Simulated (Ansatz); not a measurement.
Consider the ligand exchange at a B–F bond: `COB(F)Br` + H₂S → `COB(S)Br` + H–F.

Gas-phase electronic energies from Ansatz, PBE0-D4/def2-TZVP geometries. CCSD(T)/CBS adds triple-zeta CCSD(T) − MP2 to the extrapolated MP2 energy (def2 sets, frozen cores). This one scheme is used for every species. Functionals use def2-TZVPP. For Br outer-core shells are correlated without core-valence functions, which leaves a few kJ/mol of doubt a bond. Scalar relativity is left out up to krypton. One conformer a species, not always the lowest.

`COB(F)Br`:

Z-matrix (Å, degrees):
```
C
O 1 1.414
H 1 1.091 2 111.6
H 1 1.090 2 108.1 3 120.8
H 1 1.091 2 108.6 3 -120.9
B 2 1.330 1 126.9 3 7.7
Br 6 1.931 2 124.2 1 -0.4
F 6 1.318 2 118.6 1 179.7
```

H₂S:

```xyz
3

S     0.085    0.413    0.454
H    -0.991   -0.218   -0.039
H     0.906   -0.195   -0.415
```

`COB(S)Br`:

Z-matrix (Å, degrees):
```
C
O 1 1.418
H 1 1.093 2 110.7
H 1 1.093 2 110.7 3 -121.3
H 1 1.089 2 107.4 3 119.3
B 2 1.338 1 122.1 3 60.7
Br 6 1.928 2 116.9 1 -179.9
S 6 1.812 2 121.7 1 0.0
H 8 1.340 6 95.8 2 180.0
```

H–F:

```xyz
2

F     0.246   -0.260    0.289
H    -0.246    0.260   -0.289
```

CCSD(T)/CBS gives +0.70 eV.

(1) Another level gave +0.72 eV. Which?
A. CAM-B3LYP/def2-TZVPP
B. RPA@PBE/def2-TZVPP
C. HF/def2-TZVPP
D. PBE-QIDH/def2-TZVPP

Largest T1 diagnostic among the species: 0.011.

Results:

(1) D. PBE-QIDH 0.72, CAM-B3LYP 0.93, RPA@PBE/def2-TZVPP 0.77, HF/def2-TZVPP 1.05 eV.

The D4 term adds −0.09 eV with B3LYP and −0.05 eV with PBE0; it sums over pairs of atoms, weighted by their polarisabilities, and B3LYP, whose exchange is more repulsive, gets the larger term. From BLYP to BHLYP (50 % exact exchange), in def2-TZVPP and without D4, ΔE moves by +0.05 eV. In def2-TZVPP, CCSD(T) changes the Hartree–Fock value by −0.30 eV (the triples alone add −0.05 eV) and MP2 by −0.39 eV.

B3LYP here is the variant with VWN-RPA as its local correlation; programs differ in this.
